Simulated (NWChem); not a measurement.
All runs are NWChem calculations. System: HO₂, charge 0, spin multiplicity 2, at a geometry optimised with UB3LYP/def2-SVP. The structure started from a generated list of species. Its SCF solution wasn't tested for a lower state. Level: UPBE/def2-TZVP.

Job file:

```
start mol
memory heap 200 mb stack 900 mb global 1100 mb
geometry units angstroms nocenter noautoz
  O      0.503259    -0.338228     0.000000
  O     -0.652279     0.293189     0.000000
  H      1.192162     0.360315     0.000000
  symmetry group Cs
end
basis spherical
  * library def2-tzvp
end
dft
  xc xpbe96 cpbe96
  odft
  mult 2
  semidirect memsize 60000000 filesize 0
  iterations 100
end
task dft energy
```

Output (cleaned and shortened):

```
             Northwest Computational Chemistry Package (NWChem) 7.3.0
             --------------------------------------------------------

                                NWChem Input Module
                                -------------------

 Scaling coordinates for geometry "geometry" by  1.889725989
 (inverse scale =  0.529177249)

 Turning off AUTOSYM since
 SYMMETRY directive was detected!

                             Geometry "geometry" -> ""
                             -------------------------

 Output coordinates in angstroms (scale by  1.889725989 to convert to a.u.)

  No.       Tag          Charge          X              Y              Z
 ---- ---------------- ---------- -------------- -------------- --------------
    1 O                    8.0000     0.50325900    -0.33822800     0.00000000
    2 O                    8.0000    -0.65227900     0.29318900     0.00000000
    3 H                    1.0000     1.19216200     0.36031500     0.00000000

 Effective nuclear repulsion energy (a.u.)      32.3281791277

            Nuclear Dipole moment (a.u.)
            ----------------------------
        X                 Y               Z
 ---------------- ---------------- ----------------
     0.0000037795     0.0000056692     0.0000000000

      Symmetry information
      --------------------

 Group name             Cs
 Group number              2
 Group order               2
 No. of unique centers     3

      Symmetry unique atoms

     1    2    3


 Summary of "ao basis" -> "" (spherical)
 ------------------------------------------------------------------------------
       Tag                 Description            Shells   Functions and Types
 ---------------- ------------------------------  ------  ---------------------
 *                         def2-tzvp                  on all atoms

  pbe96 is a nonlocal functional; adding pw91lda local functional.

                                 NWChem DFT Module
                                 -----------------

 Summary of "ao basis" -> "ao basis" (spherical)
 ------------------------------------------------------------------------------
[...]
    43      0.115596  2 O  px                37      0.112219  2 O  px

 Vector   11  Occ=0.000000D+00  E= 7.031775D-02  Symmetry=a'
              MO Center= -6.5D-02,  8.4D-02, -6.0D-16, r^2= 1.6D+00
   Bfn.  Coefficient  Atom+Function         Bfn.  Coefficient  Atom+Function
  ----- ------------  ---------------      ----- ------------  ---------------
    36      0.901327  2 O  s                 12      0.861897  1 O  px
    43      0.698079  2 O  px                 5     -0.686965  1 O  s
    65     -0.474953  3 H  s                 44     -0.423438  2 O  py
     6      0.354294  1 O  px                37      0.334973  2 O  px
    13     -0.308119  1 O  py                35      0.290937  2 O  s

   alpha - beta orbital overlaps
   -----------------------------

   alpha      1      2      3      4      5      6      7      8      9     10
    beta      1      2      3      4      5      7      6      9      8     10
 overlap   1.000  1.000  0.999  0.998  0.997  0.993  0.998  0.993  1.000  0.998

   alpha     11     12     13     14     15     16     17     18     19     20
    beta     11     12     13     15     14     16     18     17     19     20
 overlap   0.998  0.998  0.997  0.996  0.999  0.999  0.996  1.000  1.000  1.000

   alpha     21     22     23     24     25     26     27     28     29     30
    beta     22     21     23     24     25     26     27     28     29     30
 overlap   1.000  1.000  1.000  0.995  1.000  0.995  0.992  0.993  0.999  0.981

   alpha     31     32     33     34     35     36     37     38     39     40
    beta     31     32     33     35     34     36     37     39     38     40
 overlap   0.980  1.000  1.000  0.997  1.000  0.999  0.974  0.997  0.975  0.999

   alpha     41     42     43     44     45     46     47     48     49     50
    beta     41     42     43     44     45     46     47     48     49     50
 overlap   1.000  1.000  0.999  1.000  0.992  0.991  0.998  0.997  0.999  0.998

   alpha     51     52     53     54     55     56     57     58     59     60
    beta     51     52     53     54     56     55     57     58     60     61
 overlap   1.000  1.000  0.995  0.993  0.993  0.984  0.958  0.993  0.994  0.874

   alpha     61     62     63     64     65     66     67     68
    beta     59     62     63     64     65     66     67     68
 overlap   0.897  1.000  1.000  0.997  0.997  1.000  1.000  1.000

     --------------------------
     Expectation value of S2:
     --------------------------
      <S2> =      0.7520 (Exact =     0.7500)

 center of mass
 --------------
 x =  -0.06769544 y =  -0.02045976 z =   0.00000000

 moments of inertia (a.u.)
 ------------------
          11.897652428932          19.145761969339           0.000000000000
          19.145761969339          43.732581270540           0.000000000000
           0.000000000000           0.000000000000          55.630233699472

     Multipole analysis of the density
     ---------------------------------

     L   x y z        total         alpha         beta         nuclear
     -   - - -        -----         -----         ----         -------
     0   0 0 0     -0.000000     -9.000000     -8.000000     17.000000

     1   1 0 0      0.866848      0.713309      0.153535      0.000004
     1   0 1 0      0.298651      0.053775      0.244871      0.000006
     1   0 0 1     -0.000000      0.000000     -0.000000      0.000000

     2   2 0 0     -6.992510    -16.648804    -14.809604     24.465899
     2   1 1 0      0.959222      5.281390      4.470167     -8.792334
     2   1 0 1     -0.000000      0.000000     -0.000000      0.000000
     2   0 2 0     -8.627675     -7.738456     -7.076768      6.187550
     2   0 1 1      0.000000     -0.000000      0.000000      0.000000
     2   0 0 2     -8.178840     -4.599289     -3.579551      0.000000

 Task  times  cpu:        1.7s     wall:        1.7s

 Total times  cpu:        1.8s     wall:        1.8s
```
